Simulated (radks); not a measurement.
Q: Excited configurations of neutral palladium: one electron is placed in a higher orbital outside [Kr] 4d9. The ground configuration is [Kr] 4d10. Calculated with a radial shooting solver on a logarithmic mesh with Libxc functionals: scalar-relativistic Kohn-Sham, PBE, spin-unpolarised, spherical densities, point nucleus. Excitation = E - E(ground); binding = E(ion) - E, where the ion is the core of charge +1; n* = 1/sqrt(2 binding) in atomic units, and the quantum defect is n - n*.

| outer orbital | excitation (eV) | binding (eV) | n* | quantum defect | eigenvalue (eV) | <r> (bohr) |
|---|---|---|---|---|---|---|
| 4f | 8.206 | 0.909 | 3.869 | 0.131 | -0.436 | 17.44 |
| 5s | 1.501 | 7.615 | 1.337 | 3.663 | -4.355 | 3.232 |
| 5p | 5.239 | 3.876 | 1.873 | 3.127 | -1.700 | 4.811 |
| 6s | 6.664 | 2.451 | 2.356 | 3.644 | -1.444 | 8.746 |
| 6p | 7.356 | 1.759 | 2.781 | 3.219 | -1.004 | 11.41 |
| 6f | 8.663 | 0.452 | 5.487 | 0.513 | -0.285 | 44.32 |
| 7s | 7.821 | 1.294 | 3.243 | 3.757 | -0.803 | 16.86 |

Estimate the row for 6d.

A: excitation (eV) 8.137; binding (eV) 0.978; n* 3.729; quantum defect 2.271; eigenvalue (eV) -0.552; <r> (bohr) 19.62. The Delta-SCF ionisation energy is 9.115 eV (NIST Atomic Spectra Database: 8.337 eV, measured). Self-interaction in the functional shifts the binding energies and quantum defects, so they are the method's values and not measured ones. Spin polarisation and multiplet splitting are left out, so open shells lie too high by an amount that depends on their filling.

Beside tabulated values, note that spin-unpolarised runs miss the spin-polarisation part of the exchange energy of open shells.
